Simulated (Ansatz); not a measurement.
Stretching the C2–H6 bond in CH6Sn (SMILES [CH3][SnH3]) (multiplicity 1 held, fragments rigid). Energies count from the point at 1.089 Å.
Geometry at that point (charge 0, multiplicity 1):
```tsv
atom	x (Å)	y (Å)	z (Å)
Sn	-0.3009	0.0325	-0.0063
C	1.8445	-0.1990	0.0387
H	-0.9763	-0.9758	-1.2170
H	-0.7100	1.6612	-0.3500
H	-0.9713	-0.3988	1.5112
H	2.0994	-1.2346	0.2573
H	2.2688	0.4430	0.8088
H	2.2656	0.0760	-0.9269
```

Signs of static correlation in def2-SVP, with CASSCF(2,2), from Ansatz (a first-principles code) runs.

```
R (Å)  T1 of restricted CCSD  ⟨S²⟩ of UHF  largest double amplitude of restricted CCSD  weight of the CASSCF reference in MRCISD  CASSCF natural occupations
-----  ---------------------  -----------  -------------------------------------------  ----------------------------------------  --------------------------
0.871                  0.009        0.000                                        0.038                                     0.902                   1.99 0.01
0.980                  0.009        0.000                                        0.038                                     0.902                   1.99 0.01
1.089                  0.009        0.000                                        0.037                                     0.901                   1.98 0.02
1.198                  0.009        0.000                                        0.037                                     0.901                   1.98 0.02
1.306                  0.010        0.000                                        0.035                                     0.901                   1.97 0.03
1.470                  0.011        0.000                                        0.035                                     0.901                   1.95 0.05
1.633                  0.013        0.000                                        0.041                                     0.901                   1.91 0.09
1.905                  0.018        0.532                                        0.151                                     0.901                   1.83 0.17
2.177                  0.026        0.795                                        0.275                                     0.901                   1.71 0.29
2.504                  0.038        0.927                                          ___                                     0.901                   1.54 0.46
2.940                  0.056        0.987                                          ___                                     0.901                   1.32 0.68
3.484                  0.070        1.007                                        0.767                                     0.901                   1.15 0.85
```

Complete the blanks.


- 2.504, largest double amplitude of restricted CCSD: 0.417
- 2.940, largest double amplitude of restricted CCSD: 0.595

Doubts at one or more of the structures used: a restricted determinant that unrestricted orbitals would lower (R-CCSD(T)/def2-SVP); other coupled-cluster roots lie near (R-CCSD(T)/def2-SVP); T1 above 0.05 (R-CCSD(T)/def2-SVP, U-CCSD(T)/def2-SVP); a spin-contaminated determinant (U-CCSD(T)/def2-SVP).
